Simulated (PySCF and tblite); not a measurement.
Values are calculated unless marked as measured or tabulated.
C₆H₁₀O, numbered as in [CH3:1][C@H:2]1[C@@H:3]([CH3:4])[C@@H:5]1[CH:6]=[O:7].

Geometries GFN2-xTB; weights from B3LYP-D3(BJ)/def2-SVP (IEF-PCM, water) energies and GFN2-xTB thermal corrections, with symmetry numbers and mirror pairs. Conformers within 2.5 kcal/mol (GFN2-xTB free energy) were kept, 4 at most. Couplings: B3LYP/6-31G* with pcJ-1 on H (gas phase; spin-dipole term only for pairs with B, N, F, Si or P). Couplings are for ¹H. H–H couplings come out 0.1 to 0.9 Hz lower than with pcJ-1 on all atoms. Programs: PySCF with density fitting and tblite.

Torsions listed: C2–C5–C6–O7.

```
conformer  shape  weight %
        1    34°      61.3
        2  -145°      38.7
```

Q: Give the couplings in each conformer and the averages at 298.15 K (pairs that fast motion interchanges averaged).

A: 
| coupling | pairs | 1 | 2 | average (Hz) |
| --- | --- | --- | --- | --- |
| ²J(H1,H1) | 6 | -14.3 | -14.4 | -14.3 |
| ³J(H1,H2) | 6 | 6.6 | 6.5 | 6.5 |
| ³J(H2,H3) | 1 | 10.8 | 10.9 | 10.8 |
| ³J(H2,H5) | 2 | 3.6 | 3.9 | 3.7 |
| ³J(H5,H6) | 1 | 2.4 | 6.2 | 3.9 |
